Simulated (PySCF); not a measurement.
# Radial density of Mg (magnesium, neutral)

LC-wPBE, [Ne] 3s2, closed-shell 1S. Calculation: PySCF 2.14, in dyall-av3z; the spin-free X2C one-electron Hamiltonian (Gaussian nucleus).

| r (bohr) | 4πr²ρ (e/bohr) |
| --- | --- |
| 0.00265 | 0.1001 |
| 0.00446 | 0.2651 |
| 0.00750 | 0.6832 |
| 0.0126 | 1.681 |
| 0.0212 | 3.819 |
| 0.0357 | 7.570 |
| 0.0601 | 11.94 |
| 0.101 | 13.07 |
| 0.170 | 9.069 |
| 0.286 | 7.889 |
| 0.481 | 11.06 |
| 0.809 | 7.136 |
| 1.36 | 1.579 |
| 2.29 | 0.7364 |
| 3.85 | 0.4379 |
| 6.47 | 0.04056 |
| 10.9 | 0.0002539 |

Densities and radii are taken from the X2C orbitals without a picture-change correction, which distorts them close to the nucleus.
